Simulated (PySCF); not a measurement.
Job file and geometry (Å, from PBE0-D3(BJ)/def2-SVP) of a spin–spin coupling run on BMe2(NCO), C₃H₆BNO, B3LYP/pcJ-1 indirect spin-spin coupling, non-relativistic, gas phase in PySCF 2.14.0, density-fitted response routines; density fitting, a coarse starting grid and PySCF grid level 2 are the driver's defaults:

```
$ OMP_NUM_THREADS=1 python probes_run.py task.json out

{"job": {"kind": "j", "xc": "B3LYP", "basis": "pcJ-1"}, "charge": 0, "multiplicity": 1}
B      0.010795     0.036277     0.008356
C      1.581238    -0.012266    -0.044896
H      1.950780     0.159318     0.983226
H      2.001093     0.804195    -0.653262
H      1.987954    -0.974952    -0.384472
C     -0.775056     1.395873     0.032348
H     -0.818750     1.767000    -1.009151
H     -0.243131     2.172744     0.603547
H     -1.810318     1.313971     0.391922
N     -0.718967    -1.190565     0.034625
C     -1.257020    -2.257602     0.040573
O     -1.793168    -3.296753     0.048183
```

Task: Write the output of this run.

Result: 
```
coarse grid: 10216 points
cycle   1  E = -272.6417330394  dE =  7.302e-01  |g| = 8.639e-01  |ddm| = 2.825e+00
cycle   2  E = -272.3150490659  dE =  3.267e-01  |g| = 1.602e+00  |ddm| = 1.415e+00
cycle   3  E = -272.7626602875  dE = -4.476e-01  |g| = 3.576e-01  |ddm| = 1.004e+00
cycle   4  E = -272.7883023078  dE = -2.564e-02  |g| = 9.869e-02  |ddm| = 2.588e-01
cycle   5  E = -272.7900027269  dE = -1.700e-03  |g| = 3.589e-02  |ddm| = 6.755e-02
cycle   6  E = -272.7902792581  dE = -2.765e-04  |g| = 5.275e-03  |ddm| = 2.201e-02
cycle   7  E = -272.7902846802  dE = -5.422e-06  |g| = 1.740e-03  |ddm| = 4.281e-03
final grid: 99264 points
cycle   8  E = -272.8434568511  dE = -1.050e-04  |g| = 9.427e-03  |ddm| = 2.111e-02
cycle   9  E = -272.8434027721  dE =  5.408e-05  |g| = 1.877e-02  |ddm| = 1.604e-02
cycle  10  E = -272.8434719036  dE = -6.913e-05  |g| = 3.709e-03  |ddm| = 1.210e-02
cycle  11  E = -272.8434747190  dE = -2.815e-06  |g| = 4.209e-04  |ddm| = 2.295e-03
cycle  12  E = -272.8434747561  dE = -3.713e-08  |g| = 1.437e-04  |ddm| = 3.686e-04
cycle  13  E = -272.8434747609  dE = -4.808e-09  |g| = 1.692e-05  |ddm| = 1.096e-04
cycle  14  E = -272.8434747610  dE = -5.224e-11  |g| = 6.382e-06  |ddm| = 1.286e-05
converged SCF energy = -272.8434747610

Indirect spin-spin couplings (Hz)
  i      j    bonds     total        FC       PSO       DSO        SD
  0 B    1 C    1     58.972    60.269    -1.903     0.218     0.388
  0 B    2 H    2     -5.157    -5.387     0.063    -0.062     0.229
  0 B    3 H    2     -3.557    -3.290    -0.196    -0.162     0.091
  0 B    4 H    2     -6.342    -6.070    -0.103    -0.222     0.053
  0 B    5 C    1     59.927    61.231    -1.909     0.218     0.387
  0 B    6 H    2     -5.222    -5.454     0.063    -0.061     0.230
  0 B    7 H    2     -3.577    -3.304    -0.199    -0.164     0.090
  0 B    8 H    2     -6.311    -6.042    -0.092    -0.230     0.053
  0 B    9 N    1    -38.325   -39.836     1.793    -0.127    -0.155
  0 B   10 C    2     16.197    15.980     0.251    -0.177     0.143
  0 B   11 O    3     -0.035     0.396    -0.195     0.081    -0.317
  1 C    2 H    1    116.534   114.098     1.892     0.544         -
  1 C    3 H    1    127.017   124.835     1.654     0.528         -
  1 C    4 H    1    132.530   130.500     1.493     0.536         -
  1 C    5 C    2      8.101     8.314    -0.202    -0.011         -
  1 C    6 H    3     -0.465    -0.435     0.080    -0.110         -
  1 C    7 H    3      1.522     1.551    -0.038     0.009         -
  1 C    8 H    3      6.075     6.110     0.325    -0.361         -
  1 C    9 N    2     -3.060    -3.211     0.144    -0.009     0.016
  1 C   10 C    3      0.255     0.379    -0.082    -0.042         -
  2 H    3 H    2    -19.827   -19.992     2.598    -2.432         -
  2 H    4 H    2    -16.901   -17.054     2.705    -2.552         -
  2 H    5 C    3     -0.466    -0.435     0.080    -0.111         -
  2 H    6 H    4      3.876     3.963     1.154    -1.240         -
  2 H    7 H    4      0.938     0.958    -0.421     0.401         -
  2 H    8 H    4      0.160     0.239     1.032    -1.112         -
  2 H    9 N    3     -0.205    -0.218    -0.020     0.041    -0.008
  2 H   10 C    4     -0.211    -0.264     0.241    -0.187         -
  2 H   11 O    5     -0.288    -0.246    -0.164     0.122         -
  3 H    4 H    2    -10.487   -10.614     2.912    -2.785         -
  3 H    5 C    3      1.490     1.520    -0.038     0.008         -
  3 H    6 H    4      0.968     0.988    -0.422     0.403         -
  3 H    8 H    4      1.208     1.282     1.371    -1.444         -
  3 H    9 N    3     -3.746    -3.767    -0.077     0.111    -0.013
  3 H   10 C    4      0.492     0.486     0.288    -0.282         -
  4 H    5 C    3      5.990     6.026     0.324    -0.360         -
  4 H    6 H    4      0.154     0.233     1.026    -1.106         -
  4 H    7 H    4      1.215     1.290     1.369    -1.443         -
  4 H    8 H    4      1.363     1.449     1.440    -1.525         -
  4 H    9 N    3     -2.362    -2.423     0.079    -0.061     0.043
  5 C    6 H    1    115.921   113.472     1.906     0.543         -
  5 C    7 H    1    127.021   124.836     1.658     0.527         -
  5 C    8 H    1    132.588   130.563     1.493     0.532         -
  5 C    9 N    2     -3.980    -4.118     0.143    -0.010     0.005
  5 C   10 C    3      0.997     1.065    -0.019    -0.050         -
  5 C   11 O    4     -0.182    -0.334     0.119     0.033         -
  6 H    7 H    2    -19.861   -20.025     2.594    -2.430         -
  6 H    8 H    2    -17.122   -17.273     2.691    -2.540         -
  6 H    9 N    3     -0.213    -0.224    -0.014     0.039    -0.014
  6 H   10 C    4     -0.196    -0.257     0.261    -0.200         -
  6 H   11 O    5     -0.304    -0.252    -0.175     0.124         -
  7 H    8 H    2    -10.457   -10.584     2.922    -2.795         -
  7 H    9 N    3     -3.966    -3.987    -0.072     0.109    -0.016
  7 H   10 C    4      0.716     0.703     0.303    -0.289         -
  7 H   11 O    5     -0.156    -0.173    -0.130     0.147         -
  8 H    9 N    3     -2.479    -2.539     0.090    -0.064     0.033
  8 H   10 C    4      0.236     0.203     0.077    -0.044         -
  9 N   10 C    1    -68.189   -66.108     0.320    -0.096    -2.305
  9 N   11 O    2      1.595    -3.172     1.904    -0.054     2.917
 10 C   11 O    1     17.801    10.579     7.284    -0.061         -
```

Size and cost of the density-fitted run: 222 basis functions, 21 s wall time on 1 thread of an Arm Neoverse V2, shared host; peak memory 0.91 GiB.
